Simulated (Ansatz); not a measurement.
Basis-set extrapolation for C$_{2}$H$_{7}$BN$_{2}$, SMILES `B/C=N/CN` (PBE0-D4/def2-TZVP geometry, frozen core, Ansatz). Multiplicity 1, RHF reference.

```csv
,def2-TZVPP,def2-QZVPP
HF,-213.420824,-213.430912
MP2 correlation,-0.843235,-0.899832
CCSD(T) correlation,-0.921966,not run
```

Energies in hartree. Use E(X) = E(∞) + A·exp(−7.88·√X) for Hartree–Fock and E(X) = E(∞) + B·X^(−2.97) for correlation, with X = 3 and 4, and add CCSD(T) minus MP2 of the smaller set to the MP2 limit.

**Question.** What is the CCSD(T) energy at the basis-set limit?

**Answer.** HF limit: -213.430912 + (-0.010088) × 0.13774 = -213.43230. MP2 limit: -0.899832 + (-0.056597) × 0.74074 = -0.94176. Higher-order term: -0.921966 − (-0.843235) = -0.07873. Total: -214.45279 hartree, 69.0 kcal/mol below CCSD(T)/def2-TZVPP.
